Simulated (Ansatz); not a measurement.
Input file for Ansatz (a quantum-chemistry and plane-wave program): R-r2SCAN/def2-TZVPP on GeH4Se (SMILES [GeH3][SeH]), a point of a torsion scan.

Ansatz 0.2 input:
```yaml
crystal:
  periodic: [false, false, false]
  atoms:
    - {symbol: Ge, position_ang: [-0.58723076, -0.03808689, -0.03696475]}
    - {symbol: Se, position_ang: [1.59309986, -0.79434074, -0.26237867]}
    - {symbol: H, position_ang: [-0.78320623, 1.18931724, -0.87418844]}
    - {symbol: H, position_ang: [-1.55571229, -1.09325783, -0.48279216]}
    - {symbol: H, position_ang: [-0.87954519, 0.29622421, 1.39582198]}
    - {symbol: H, position_ang: [1.97552193, 0.25115342, -1.17323432]}
basis:
  gaussian:
    orbitals: def2-TZVPP
hamiltonian:
  xc: {name: r2SCAN}
scf: {lower_state_search: off}
```

The log:

```
WARN ansatz: RAYON_NUM_THREADS=1 ignored (pool sized by the plan → 1); use --threads N
Functional definition: r2SCAN
these checks for a lower state are left out or cut short: stability, starts, cluster_reference, orbital_swaps, neighbouring_geometries, increment
integrals: 0.07 GiB planned
981 factors; their error is unknown
mean field: 0.50 GiB planned
mean field evaluation 1: about -121932.2655 eV, gradient 2.1e1 eV
mean field evaluation 2: about -121932.5950 eV, gradient 2.1e1 eV
mean field evaluation 4: about -121932.9051 eV, gradient 7.4e-1 eV
mean field evaluation 8: about -121932.8691 eV, gradient 1.5e-1 eV
mean field evaluation 16: about -121932.8691 eV, gradient 4.6e-6 eV
mean field -121932.86913079 eV, -4480.9502914893 hartree, gradient 4.6e-6 eV, S^2 0.000000; 0 other end points of the search recorded, 0 dependent functions left out
reference -121932.86914085 eV, -4480.9502918590 hartree; 35, 35 occupied and 117, 117 virtual orbitals, 981 factors
Total energy: -121932.86914085 eV, -4480.9502918590 hartree
Checks for a lower state left out: stability, starts, cluster_reference, orbital_swaps, neighbouring_geometries, increment
```

The calculation finished and met its thresholds.

Cost: around 3 core-seconds (rough).
